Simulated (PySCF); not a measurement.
# Polarisability and C₆ of Tb²⁺ (terbium, charge +2)

[Xe] 4f8 6s1, high-spin 8F determinant (an excited configuration). Calculation: PySCF 2.14, in x2c-TZVPPall with one added diffuse shell each of s, p, d, f type (12s8p8d5f2g, 129 functions); scalar relativity by spin-free X2C-1e. Coupled (time-dependent) response in atomic units; α is the mean over directions.

```tsv
method	mean α (bohr³)	α xx, yy, zz	C₆ (like pair)	S(−4)
UHF	55.18	52.90, 52.90, 59.75	409.9	2320
```

S(−4) is the Cauchy moment in α(ω) = α(0) + S(−4) ω² + …

Spin-orbit coupling is absent.

α(iu) at UHF:

| u (hartree) | α(iu) (bohr³) |
| --- | --- |
| 0 | 55.18 |
| 0.0500 | 49.99 |
| 0.100 | 39.36 |
| 0.200 | 22.73 |
| 0.300 | 14.76 |
| 0.500 | 8.627 |
| 0.750 | 5.848 |
| 1.00 | 4.441 |
| 1.50 | 2.899 |
| 2.00 | 2.058 |
| 3.00 | 1.210 |
| 5.00 | 0.5938 |

A single London oscillator, α(iu) = α/(1 + u²/ω²), gives C₆ = (3/4) ω α². Matching the computed C₆ needs ω = 4 × 409.9 / (3 × 55.18²) = 0.179 hartree.

For an ion, C₆ is the dispersion term alone; charge-induced terms of lower order in 1/R come first.

The components differ because the open shell of this determinant is not spherical; for a pure term their mean is the scalar polarisability.

Spin-orbit coupling, absent here, splits the open shell strongly.
